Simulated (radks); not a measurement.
Task: These are the eigenvalues of the occupied orbitals of an atom or ion with whole-number occupations (Ry). All-electron calculation, Dirac Kohn-Sham, PBE, spin-unpolarised, spherical densities, finite nucleus; Fermi nuclear charge, rms radius of each element as measured or else 0.836 A^(1/3) + 0.57 fm. Program: a radial shooting solver on a logarithmic mesh with Libxc functionals.

| orbital | eigenvalue |
|---|---|
| 1s1/2 | -3807.894 |
| 2s1/2 | -631.7380 |
| 2p1/2 | -600.4328 |
| 2p3/2 | -545.5599 |
| 3s1/2 | -140.8749 |
| 3p1/2 | -127.2528 |
| 3p3/2 | -115.9250 |
| 3d3/2 | -92.44526 |
| 3d5/2 | -89.97374 |
| 4s1/2 | -28.69895 |
| 4p1/2 | -23.36082 |
| 4p3/2 | -20.84106 |
| 4d3/2 | -12.04969 |
| 4d5/2 | -11.59480 |
| 5s1/2 | -4.50305 |
| 5p1/2 | -3.06897 |
| 5p3/2 | -2.74519 |
| 4f5/2 | -1.25750 |
| 4f7/2 | -1.19980 |

Which element is it, and in what charge state? The configuration may be excited. Open shells, if any, fill j = l - 1/2 first.

Result: Z = 65, terbium, charge +2: Tb2+ in [Xe] 4f9. The list shows which subshells hold electrons but not how many an open one holds; the 1s level, -1903.9 hartree, gives Z - s = 61.7 by -(Z - s)^2/2, which with screening and relativity narrows Z to a few neighbours, and the depths of the outer levels then fix element, charge and occupations together.
